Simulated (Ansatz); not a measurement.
Program: Ansatz 0.2.0.

A structure relaxed at PBE0-D4/def2-TZVP, charge 0, multiplicity 1:

```tsv
atom	x (Å)	y (Å)	z (Å)
S1	0.0071	0.6259	2.1430
Si2	0.1319	0.1457	0.0784
S3	-0.6892	1.8695	-0.8697
S4	-0.9153	-1.6958	-0.1793
H5	0.1347	-0.6511	2.5440
H6	1.5069	-0.0404	-0.4441
H7	0.1011	1.7459	-1.9493
H8	-0.2773	-1.9997	-1.3231
```

Question: Give its formula and SMILES.

Answer: H4S3Si, `S[SiH](S)S`.

Question: Summarise the bond lengths by kind.

Answer: 3 × S–Si 2.123 to 2.134 Å; 3 × H–S 1.344 to 1.345 Å; 1 × H–Si 1.483 Å.
